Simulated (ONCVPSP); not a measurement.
LDA (Perdew-Zunger) ONCV dataset for Br (Z = 35), scalar-relativistic all-electron reference.

```json
{
 "Element": "bromine",
 "Generator": "ONCVPSP 4.0.1",
 "Type": "optimised norm-conserving Vanderbilt (ONCV)",
 "Functional": "LDA (Perdew-Zunger)",
 "Relativity": "scalar-relativistic",
 "Frozen core": "[Ar] 3d10",
 "Valence charge": "7",
 "Reference configuration": "4s1.5 4p5.5",
 "Partial waves": "4s: rc 1.80 bohr, ncon 4, nbas 7, qcut 3.8 1/bohr, 1 projector; 4p: rc 1.54 bohr, ncon 4, nbas 8, qcut 6.5 1/bohr, 2 projectors, debl 2.5 Ha",
 "Local potential": "polynomial inside 1.42 bohr (lpopt 5, dvloc0 2 Ha)",
 "Core correction": "Teter function fitted to the true core (icmod 2), fcfact 0.55"
}
```

Poles of the logarithmic derivatives, all-electron (AE) and pseudo (PS). s: poles at 0.6 (AE) and 0.4, 2.7 (PS) Ha. p: poles at 3.0 (AE) and 3.0 (PS) Ha. Test radii: s 1.83, p 1.57 bohr.

* Cutoffs needed: 29 Ha and 38 Ha (the cutoffs (Ha) at which the residual kinetic energy of the hardest occupied pseudo-wave falls to 1 and 0.1 mHa per electron)
* Ghost test: no bound ghost flagged; no localised positive-energy state flagged
* Largest excitation error: +43 meV (all-electron minus pseudo) for 4s2 4p2, out of 4 test configurations
* rms error of d²Exc/dni dnj: 6.23 mHa without and 0.48 mHa with the model core
